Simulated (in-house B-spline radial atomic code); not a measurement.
A run on Mo II (Mo+) (an excited or competing configuration) that did not converge. Method: scalar-relativistic (X2C) wB97X, spin-polarised, spherical fractional occupations, Fermi nucleus of rms radius 4.4091 fm; computed with a B-spline radial code for spherical atoms. In the input, 2p2,3 would mean two up and three down electrons.

Command:
```bash
python run_scf.py task.json out
```
Settings (nuclear radius in fm, mass in u):
```
Z                42
configuration    1s2 2s2 2p6 3s2 3p6 3d4,5 4s2 4p6 4d5,1
hamiltonian      x2c
method           wb97x
spin_polarised   True
nucleus          fermi
rms_radius       4.4091
atomic_mass      97.9054
speed_of_light   137.035999084
```

First and last ten iterations of the last attempt (damped for 15 steps, keeping 80 % of the old Fock matrix, then DIIS):
```
 iter        energy (Eh)    residual
    1       -4031.859511    4.38e-01
    2       -4035.285421    3.56e-01
    3       -4037.366363    2.44e-01
    4       -4038.445240    1.59e-01
    5       -4038.989931    1.07e-01
    6       -4039.257480    7.26e-02
    7       -4039.385723    5.30e-02
    8       -4039.446172    3.81e-02
    9       -4039.474532    2.71e-02
   10       -4039.487975    1.99e-02
  111       -4039.502128    1.69e-06
  112       -4039.502128    1.52e-06
  113       -4039.502128    9.02e-07
  114       -4039.502128    9.82e-07
  115       -4039.502128    1.05e-06
  116       -4039.502128    1.15e-06
  117       -4039.502128    4.03e-06
  118       -4039.502128    5.10e-06
  119       -4039.502128    2.52e-06
  120       -4039.502128    1.19e-06
 not converged after 120 iterations
```

The smallest residual met was 8.1e-07; the threshold is about 4e-07. Over the last five steps the energy moves by less than 2e-08 hartree, but the orbitals didn't meet the threshold. Run time, properties included: 22 s on 1 thread of Arm Neoverse V1 (shared host).
